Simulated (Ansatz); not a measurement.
Cost and result for the atomization energy of `CO[Si](C)(O)F` (13 atoms, 12 bonds).

| atom | x (Å) | y (Å) | z (Å) |
| --- | --- | --- | --- |
| C1 | -0.0665 | 0.6139 | 1.9376 |
| O2 | 0.4373 | 0.8963 | 0.6514 |
| Si3 | -0.1448 | 0.2870 | -0.7429 |
| C4 | 0.1899 | -1.5035 | -1.0030 |
| O5 | 0.5129 | 1.1313 | -1.9656 |
| F6 | -1.7318 | 0.4953 | -0.7118 |
| H7 | 0.1326 | -0.4246 | 2.2238 |
| H8 | 0.4353 | 1.2686 | 2.6517 |
| H9 | -1.1444 | 0.7941 | 1.9940 |
| H10 | -0.2236 | -1.8357 | -1.9576 |
| H11 | 1.2642 | -1.6970 | -1.0091 |
| H12 | -0.2648 | -2.1047 | -0.2123 |
| H13 | 0.6037 | 2.0791 | -1.8565 |

Total charge 0; spin multiplicity 1. All single points use the PBE0-D4/def2-TZVP geometry. It is one conformer, not always the lowest. Program: Ansatz. All runs use 2 threads of an AMD EPYC 7R13 on a shared host and a share of an NVIDIA H100 80 GB. Times are those of one run each, without the atoms' runs, and a repeat can differ threefold. Electronic energies, without spin–orbit coupling; frozen cores. CCSD(T)/CBS adds CCSD(T) − MP2 in def2-TZVPP to the MP2 limit, and its time is that of the two runs behind it. T1 = 0.011. B3LYP takes the VWN-RPA correlation (the form of Gaussian; ORCA's B3LYP/G).

CCSD(T)/CBS is a level of theory with its own doubt, some kJ/mol a heavy atom from the limit and from the frozen cores, so smaller differences don't rank the functionals.

| level | functions | wall time |
| --- | --- | --- |
| B3LYP-D4/def2-TZVPP (with forces) | 295 | 1.8 s |
| PBE0-D4/def2-TZVPP | 295 | 1.9 s |
| B2PLYP/def2-TZVPP | 295 | 2.4 s |
| PBE-D4/def2-TZVPP (with forces) | 295 | 2.4 s |
| ωB97X-V/def2-TZVPP | 295 | 2.5 s |
| r2SCAN-D4/def2-TZVPP (with forces) | 295 | 2.7 s |
| ωB97M-V/def2-TZVPP (with forces) | 295 | 2.8 s |
| MP2/def2-QZVPP | 565 | 3.9 s |
| CCSD(T)/def2-TZVPP | 295 | 4.1 s |
| CCSD(T)/CBS(def2) | – | 8 s |

Q: What atomization energy does each give, and how far from CCSD(T)/CBS? (Best estimate.)

A: Computed: 
```json
{"level": "B3LYP-D4/def2-TZVPP (with forces)", "atomization (kcal/mol)": "1256.4", "difference from CCSD(T)/CBS": "-8.6", "per bond": "-0.7"}
{"level": "PBE0-D4/def2-TZVPP", "atomization (kcal/mol)": "1253.5", "difference from CCSD(T)/CBS": "-11.5", "per bond": "-1.0"}
{"level": "B2PLYP/def2-TZVPP", "atomization (kcal/mol)": "1247.7", "difference from CCSD(T)/CBS": "-17.3", "per bond": "-1.4"}
{"level": "PBE-D4/def2-TZVPP (with forces)", "atomization (kcal/mol)": "1276.1", "difference from CCSD(T)/CBS": "11.1", "per bond": "0.9"}
{"level": "ωB97X-V/def2-TZVPP", "atomization (kcal/mol)": "1262.0", "difference from CCSD(T)/CBS": "-3.0", "per bond": "-0.3"}
{"level": "r2SCAN-D4/def2-TZVPP (with forces)", "atomization (kcal/mol)": "1262.6", "difference from CCSD(T)/CBS": "-2.4", "per bond": "-0.2"}
{"level": "ωB97M-V/def2-TZVPP (with forces)", "atomization (kcal/mol)": "1264.0", "difference from CCSD(T)/CBS": "-1.0", "per bond": "-0.1"}
{"level": "MP2/def2-QZVPP", "atomization (kcal/mol)": "1278.4", "difference from CCSD(T)/CBS": "13.4", "per bond": "1.1"}
{"level": "CCSD(T)/def2-TZVPP", "atomization (kcal/mol)": "1231.3", "difference from CCSD(T)/CBS": "-33.7", "per bond": "-2.8"}
{"level": "CCSD(T)/CBS(def2)", "atomization (kcal/mol)": "1265.0", "difference from CCSD(T)/CBS": "0.0", "per bond": "0.0"}
```

The D4 term adds +9.9 kcal/mol with B3LYP and +5.2 kcal/mol with PBE0; it sums over pairs of atoms, weighted by their polarisabilities, and B3LYP, whose exchange is more repulsive, gets the larger term. In def2-TZVPP, CCSD(T) changes the Hartree–Fock value by +300.8 kcal/mol (the triples alone add +16.5 kcal/mol) and MP2 by +327.6 kcal/mol; breaking electron pairs costs correlation energy, which Hartree–Fock lacks. From PBE to PBE0 (25 % exact exchange), in def2-TZVPP and without D4, the atomization energy moves by −21.7 kcal/mol: exact exchange takes away binding that semilocal exchange gives to molecules.
